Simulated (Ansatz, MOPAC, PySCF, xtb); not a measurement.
The molecule SbAs, closed-shell singlet (lowest of 2S+1 = 1, 3, 5 at CCSD(T)/def2-TZVPP on PBE0 minima; our sources give no spin for the ground state, which may be another). No spin–orbit coupling. As is treated without relativity.

The constants come from a fifth-degree fit in 1/R (seven points, main isotopes). In def2 and cc sets the state is the lowest found near the PBE0 minimum, followed along R. The singlet is held restricted. HF and MP2 rows in def2 and cc sets belong to the determinant that coupled cluster picked by its CCSD energy.

Codes used: Ansatz (a first-principles code) with Gaussian orbitals; MOPAC for PM7 (differences of heats of formation); PySCF for 3-21G rows, LANL2DZ rows, STO-3G rows; xtb for the GFN methods.  In def2 rows elements past Kr take small-core potentials, without spin–orbit coupling.

```json
[
 {"level": "PM7", "r_e (Å)": "2.335", "ω_e (cm⁻¹)": "376", "ω_e x_e (cm⁻¹)": "0.38", "α_e (cm⁻¹)": "8.8e-5", "dipole (D)": "-"},
 {"level": "GFN1-xTB", "r_e (Å)": "2.302", "ω_e (cm⁻¹)": "422", "ω_e x_e (cm⁻¹)": "0.95", "α_e (cm⁻¹)": "0.00023", "dipole (D)": "-"},
 {"level": "GFN2-xTB", "r_e (Å)": "2.305", "ω_e (cm⁻¹)": "382", "ω_e x_e (cm⁻¹)": "1.2", "α_e (cm⁻¹)": "0.00029", "dipole (D)": "-"},
 {"level": "HF/STO-3G", "r_e (Å)": "2.187", "ω_e (cm⁻¹)": "472", "ω_e x_e (cm⁻¹)": "0.37", "α_e (cm⁻¹)": "0.00011", "dipole (D)": "0.08"},
 {"level": "HF/3-21G", "r_e (Å)": "2.330", "ω_e (cm⁻¹)": "372", "ω_e x_e (cm⁻¹)": "0.48", "α_e (cm⁻¹)": "0.00014", "dipole (D)": "0.96"},
 {"level": "HF/def2-TZVPP", "r_e (Å)": "2.248", "ω_e (cm⁻¹)": "415", "ω_e x_e (cm⁻¹)": "0.53", "α_e (cm⁻¹)": "0.00014", "dipole (D)": "-"},
 {"level": "HF/def2-QZVPP", "r_e (Å)": "2.247", "ω_e (cm⁻¹)": "414", "ω_e x_e (cm⁻¹)": "0.53", "α_e (cm⁻¹)": "0.00014", "dipole (D)": "-"},
 {"level": "SVWN5/def2-TZVPP", "r_e (Å)": "2.283", "ω_e (cm⁻¹)": "363", "ω_e x_e (cm⁻¹)": "0.62", "α_e (cm⁻¹)": "0.00017", "dipole (D)": "0.95"},
 {"level": "PBE/def2-TZVPP", "r_e (Å)": "2.312", "ω_e (cm⁻¹)": "350", "ω_e x_e (cm⁻¹)": "0.62", "α_e (cm⁻¹)": "0.00017", "dipole (D)": "0.97"},
 {"level": "BP86/LANL2DZ", "r_e (Å)": "2.396", "ω_e (cm⁻¹)": "317", "ω_e x_e (cm⁻¹)": "0.53", "α_e (cm⁻¹)": "0.00015", "dipole (D)": "1.07"},
 {"level": "r2SCAN/def2-TZVPP", "r_e (Å)": "2.288", "ω_e (cm⁻¹)": "368", "ω_e x_e (cm⁻¹)": "0.62", "α_e (cm⁻¹)": "0.00016", "dipole (D)": "1.06"},
 {"level": "B97M-V/def2-TZVPP", "r_e (Å)": "2.289", "ω_e (cm⁻¹)": "368", "ω_e x_e (cm⁻¹)": "0.64", "α_e (cm⁻¹)": "0.00017", "dipole (D)": "1.16"},
 {"level": "B3LYP/LANL2DZ", "r_e (Å)": "2.374", "ω_e (cm⁻¹)": "329", "ω_e x_e (cm⁻¹)": "0.52", "α_e (cm⁻¹)": "0.00015", "dipole (D)": "1.14"},
 {"level": "B3LYP/def2-TZVPP", "r_e (Å)": "2.299", "ω_e (cm⁻¹)": "362", "ω_e x_e (cm⁻¹)": "0.60", "α_e (cm⁻¹)": "0.00016", "dipole (D)": "1.00"},
 {"level": "PBE0/def2-TZVPP", "r_e (Å)": "2.279", "ω_e (cm⁻¹)": "377", "ω_e x_e (cm⁻¹)": "0.59", "α_e (cm⁻¹)": "0.00016", "dipole (D)": "1.04"},
 {"level": "BHLYP/def2-TZVPP", "r_e (Å)": "2.266", "ω_e (cm⁻¹)": "390", "ω_e x_e (cm⁻¹)": "0.57", "α_e (cm⁻¹)": "0.00015", "dipole (D)": "1.06"},
 {"level": "CAM-B3LYP/def2-TZVPP", "r_e (Å)": "2.262", "ω_e (cm⁻¹)": "390", "ω_e x_e (cm⁻¹)": "0.56", "α_e (cm⁻¹)": "0.00015", "dipole (D)": "1.05"},
 {"level": "wB97X-V/def2-TZVPP", "r_e (Å)": "2.247", "ω_e (cm⁻¹)": "406", "ω_e x_e (cm⁻¹)": "0.54", "α_e (cm⁻¹)": "0.00014", "dipole (D)": "1.11"},
 {"level": "wB97M-V/def2-TZVPP", "r_e (Å)": "2.254", "ω_e (cm⁻¹)": "400", "ω_e x_e (cm⁻¹)": "0.55", "α_e (cm⁻¹)": "0.00015", "dipole (D)": "1.00"},
 {"level": "B2PLYP/def2-TZVPP", "r_e (Å)": "2.315", "ω_e (cm⁻¹)": "339", "ω_e x_e (cm⁻¹)": "0.84", "α_e (cm⁻¹)": "0.00020", "dipole (D)": "-"},
 {"level": "MP2/def2-TZVPP", "r_e (Å)": "2.321", "ω_e (cm⁻¹)": "325", "ω_e x_e (cm⁻¹)": "1.1", "α_e (cm⁻¹)": "0.00023", "dipole (D)": "-"},
 {"level": "MP2/def2-QZVPP", "r_e (Å)": "2.307", "ω_e (cm⁻¹)": "329", "ω_e x_e (cm⁻¹)": "1.0", "α_e (cm⁻¹)": "0.00023", "dipole (D)": "-"},
 {"level": "MP2/CBS(def2-TZVPP, def2-QZVPP)", "r_e (Å)": "2.298", "ω_e (cm⁻¹)": "333", "ω_e x_e (cm⁻¹)": "1.0", "α_e (cm⁻¹)": "0.00023", "dipole (D)": "-"},
 {"level": "SCS-MP2/def2-TZVPP", "r_e (Å)": "2.320", "ω_e (cm⁻¹)": "330", "ω_e x_e (cm⁻¹)": "1.0", "α_e (cm⁻¹)": "0.00022", "dipole (D)": "-"},
 {"level": "SCS-MP2/def2-QZVPP", "r_e (Å)": "2.309", "ω_e (cm⁻¹)": "333", "ω_e x_e (cm⁻¹)": "0.98", "α_e (cm⁻¹)": "0.00022", "dipole (D)": "-"},
 {"level": "CCSD/def2-TZVPP", "r_e (Å)": "2.286", "ω_e (cm⁻¹)": "371", "ω_e x_e (cm⁻¹)": "0.67", "α_e (cm⁻¹)": "0.00017", "dipole (D)": "-"},
 {"level": "CCSD/def2-QZVPP", "r_e (Å)": "2.275", "ω_e (cm⁻¹)": "375", "ω_e x_e (cm⁻¹)": "0.64", "α_e (cm⁻¹)": "0.00017", "dipole (D)": "-"},
 {"level": "CCSD(T)/def2-TZVPP", "r_e (Å)": "2.310", "ω_e (cm⁻¹)": "349", "ω_e x_e (cm⁻¹)": "0.76", "α_e (cm⁻¹)": "0.00019", "dipole (D)": "-"},
 {"level": "CCSD(T)/def2-QZVPP", "r_e (Å)": "2.299", "ω_e (cm⁻¹)": "352", "ω_e x_e (cm⁻¹)": "0.73", "α_e (cm⁻¹)": "0.00018", "dipole (D)": "-"},
 {"level": "CCSD(T)/CBS(def2-TZVPP, def2-QZVPP)", "r_e (Å)": "2.291", "ω_e (cm⁻¹)": "356", "ω_e x_e (cm⁻¹)": "0.70", "α_e (cm⁻¹)": "0.00018", "dipole (D)": "-"}
]
```

Correlated levels freeze the inner cores; with def2 sets outer-core shells near the valence are correlated too. CBS(a, b) extrapolates the correlation energy as X⁻³ and adds the Hartree–Fock energy of set b. Rows in 3-21G, LANL2DZ, STO-3G carry no dispersion term and start afresh at each structure; the Pople sets are all-electron and without relativity. LANL2DZ brings its own core potentials from Na on. The state that PM7 reach isn't checked; PM7 holds dispersion and hydrogen-bond terms.

Doubts at one or more of the structures used: a restricted determinant that unrestricted orbitals would lower (HF/def2-TZVPP, HF/def2-QZVPP, B2PLYP/def2-TZVPP, MP2/def2-TZVPP, MP2/def2-QZVPP, MP2/CBS(def2-TZVPP, def2-QZVPP), SCS-MP2/def2-TZVPP, SCS-MP2/def2-QZVPP, CCSD/def2-TZVPP, CCSD/def2-QZVPP, CCSD(T)/def2-TZVPP, CCSD(T)/def2-QZVPP, CCSD(T)/CBS(def2-TZVPP, def2-QZVPP)).
